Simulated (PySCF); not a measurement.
Compound: C2H4OSe.
Bonds: O1–C2 (double), C2–C3, C3–Se4. Hydrogens: H5 on C2; H6, H7 on C3; H8 on Se4.

Computed, not measured: PBE0-D3(BJ)/def2-SVP geometry optimisation, gas phase (PySCF 2.14.0).

Q: List the bond lengths, angles and torsions at this level.

A: 
| bond | length (pm) | order |
| --- | --- | --- |
| O1=C2 | 120.0 | double |
| C2–C3 | 150.5 | single |
| C3–Se4 | 194.6 | single |
| C2–H5 | 112.0 | single |
| C3–H6, C3–H7 | 110.3 | single |
| Se4–H8 | 147.3 | single |

Bonds in one row agree within 1 pm and their mean is given. Orders are formal, as drawn. A selection of angles:
| angle | degrees |
| --- | --- |
| O1–C2–C3 | 126.2 |
| O1–C2–H5 | 120.7 |
| C3–C2–H5 | 113.1 |
| C2–C3–Se4 | 114.7 |
| C2–C3–H6 | 107.5 |
| Se4–C3–H6 | 110.3 |
| H6–C3–H7 | 106.2 |
| C3–Se4–H8 | 91.7 |

Dihedral angles: O1–C2–C3–Se4 0° (synperiplanar); H8–Se4–C3–C2 0° (synperiplanar).

Of the pairs four or more bonds apart, O1···H8 is among the closest relative to their van der Waals radii: 2.24 Å, 82 % of the sum of Bondi's values. The 4 heavy atoms lie in one plane (0.001 Å rms).

Point group: Cs (every atom within 0.08 Å of its image). No frequency check. The numbers are those of one conformer (O1–C2–C3–Se4 0°, C2–C3–Se4–H 0°).
